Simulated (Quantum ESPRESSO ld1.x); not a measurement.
Results of a calculation; reference values are marked as such.
Species: Cu II. Configuration: [Ar] 3d10. Code: ld1.x of Quantum ESPRESSO 7.5. Model: scalar-relativistic Kohn-Sham, LDA (Slater exchange, Perdew-Wang correlation), spin-polarised, spherical densities, point nucleus.

Unscreened Slater integrals over Kohn-Sham orbitals (cm^-1). They are taken over the spin-up orbitals. Empty in this configuration: 4s.

| integral | value |
|---|---|
| F0(3d,3d) | 206120 |
| F2(3d,3d) | 91261 |
| F4(3d,3d) | 56045 |
| F0(3d,3p) | 231240 |
| F2(3d,3p) | 105790 |
| G1(3d,3p) | 130780 |
| G3(3d,3p) | 78477 |
| F0(3d,3s) | 236020 |
| G2(3d,3s) | 98245 |
| F0(3d,2p) | 299440 |
| F2(3d,2p) | 55311 |
| G1(3d,2p) | 41109 |
| G3(3d,2p) | 23361 |
| F0(3d,4s) | 97927 |
| G2(3d,4s) | 13083 |
| F0(3p,3p) | 264470 |
| F2(3p,3p) | 131390 |
| F0(3p,3s) | 270500 |
| G1(3p,3s) | 178480 |
| F0(3p,2p) | 361200 |
| F2(3p,2p) | 71686 |
| G0(3p,2p) | 27653 |
| G2(3p,2p) | 29114 |
| F0(3p,4s) | 100820 |
| G1(3p,4s) | 5341.6 |
| F0(3s,3s) | 277090 |
| F0(3s,2p) | 370020 |
| G1(3s,2p) | 30178 |
| F0(3s,4s) | 101170 |
| G0(3s,4s) | 3814.4 |
| F0(2p,2p) | 970000 |
| F2(2p,2p) | 457360 |
| F0(2p,4s) | 106660 |
| G1(2p,4s) | 1867.3 |
| F0(4s,4s) | 77637 |
